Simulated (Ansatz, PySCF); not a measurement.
Species: CH₂BF₂O (charge 0, doublet). It need not be the lowest isomer of its formula. 
Geometry from a B3LYP-D3(BJ)/def2-TZVP (Ansatz, a quantum-chemistry and plane-wave program) optimisation:
SMILES: FB(O[CH2])F
```xyz
7

B      0.4771     0.0645    -0.0248
F      0.6860    -1.2355    -0.1945
F      1.5167     0.8790     0.0044
O     -0.7641     0.5843     0.1205
C     -1.9076    -0.1580     0.0932
H     -2.8127     0.3922     0.2818
H     -1.8385    -1.2326     0.0299
```
Charge 0, spin multiplicity 2.

Dipole moments at this geometry, in debye (magnitudes).

```
level                program  dipole (D)
-------------------  -------  ----------
HF/def2-TZVPD          PySCF        1.81
SVWN5/def2-TZVPD      Ansatz        1.50
BLYP/def2-TZVPD       Ansatz        1.48
r2SCAN/def2-TZVPD     Ansatz        1.55
PBE0/def2-TZVPD        PySCF        1.57
BHLYP/def2-TZVPD      Ansatz        1.69
TPSSh/def2-TZVPD       PySCF        1.56
r2SCAN0/def2-TZVPD    Ansatz        1.63
M06-2X/def2-TZVPD      PySCF        1.65
HSE06/def2-TZVPD      Ansatz         ___
wB97M-V/def2-TZVPD    Ansatz        1.52
wB97X-V/def2-TZVPD    Ansatz        1.53
CCSD(T)/aug-cc-pVDZ   Ansatz         ___
```

Question: What belongs in the gaps?

Answer: 
- HSE06/def2-TZVPD, dipole (D): 1.57
- CCSD(T)/aug-cc-pVDZ, dipole (D): 1.56
